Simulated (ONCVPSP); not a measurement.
Cutoff test, fluorine, ONCV

fluorine (F), optimised norm-conserving Vanderbilt (ONCV), made with ONCVPSP 4.0.1 (PBE, fully relativistic). Core [He], reference 2s1.5 2p5.5. Waves: 2s: rc 0.55 bohr, ncon 4, nbas 9, qcut 13.1 1/bohr, local; 2p: rc 1.35 bohr, ncon 3, nbas 7, qcut 10.6 1/bohr, 2 projectors, debl 2.1 Ha; d scattering state at 0.3 Ha: rc 1.50 bohr, ncon 4, nbas 7, qcut 6 1/bohr, 2 projectors, debl 0.6 Ha. Local part: the s channel. Core correction: polynomial model core, fcfact 0.2.

Open shells are filled in proportion to 2j + 1.

Question: For each optimised wave give the share of its norm inside rc, the residual kinetic energy above qcut (Ha) and the cutoffs (Ha) for errors of 10, 1, 0.1 and 0.01 mHa per electron.

Answer:

| wave | norm inside rc | residual KE | 10 mHa | 1 mHa | 0.1 mHa | 0.01 mHa |
| --- | --- | --- | --- | --- | --- | --- |
| 2s | 0.130 | 7.8e-04 | 38.1 | 58.7 | 711.9 | 849.0 |
| 2p j=3/2 | 0.729 | 3.2e-07 | 29.4 | 37.7 | 44.1 | 49.3 |
| p projector 2 j=3/2 | 0.079 | 6.9e-07 | 27.6 | 37.3 | 44.7 | 50.4 |
| 2p j=1/2 | 0.731 | 3.2e-07 | 29.4 | 37.7 | 44.1 | 49.3 |
| p projector 2 j=1/2 | 0.079 | 6.9e-07 | 27.6 | 37.3 | 44.7 | 50.5 |
| d projector 1 j=5/2 | 0.005 | 5.1e-06 | 1.0 | 3.6 | 9.6 | 16.1 |
| d projector 2 j=5/2 | 0.040 | 6.5e-05 | 4.2 | 10.5 | 16.8 | 24.1 |
| d projector 1 j=3/2 | 0.005 | 5.1e-06 | 1.0 | 3.6 | 9.6 | 16.1 |
| d projector 2 j=3/2 | 0.040 | 6.5e-05 | 4.2 | 10.5 | 16.8 | 24.1 |

The occupied waves need 59 Ha and 712 Ha for 1 and 0.1 mHa. Rows with under 1 % of the norm inside rc give no meaningful cutoff. Its largest configuration-test error is +318 meV.
